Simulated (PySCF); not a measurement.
# CaF and its ions

UHF-SCS-MP2; PySCF, no relativity, basis sets Ca pcseg-1, F pcseg-1. Neutral (UHF): doublet (σ ↑), Re = 1.995 Å, ωe = 599 cm⁻¹, De = 5.20 eV.

CaF⁺ (RHF): singlet (closed shell), Re = 1.921 Å, ωe = 689 cm⁻¹, De = 5.35 eV to Ca⁺ + F. The energies at the minima are -776.45862 hartree for CaF and -776.25175 for CaF⁺.

Problem. Work out the adiabatic ionisation energy, without and with harmonic zero-point energies (1 hartree = 27.2114 eV, 1 eV = 8065.5 cm⁻¹), and the change of the bond length.

Solution. At SCS-MP2: 0.20687 hartree = 5.629 eV between the minima; the zero-point term (689.0 − 599.0)/2 cm⁻¹ = +0.006 eV makes it 5.635 eV. Re changes by -7.4 pm against the neutral. The electron leaves a σ orbital, and the shorter bond of the ion fits an antibonding orbital, or a change in how ionic the bond is.

Correlated steps freeze 6 core orbitals. Correlated levels converge slowly with the basis: in double zeta they bind strong bonds too weakly, by up to about 1 eV, and carry superposition errors of some tenths. For an ion De counts to the pair picked by the measured ionisation energies or electron affinities, which need not be the lowest pair at this level. Where the molecule has an RHF reference, its open-shell atoms are computed with UHF. States were picked by a PBE0 search and need not be the measured ground states.

Neutral and ion stand on different kinds of reference determinant, which adds to the error of the difference.
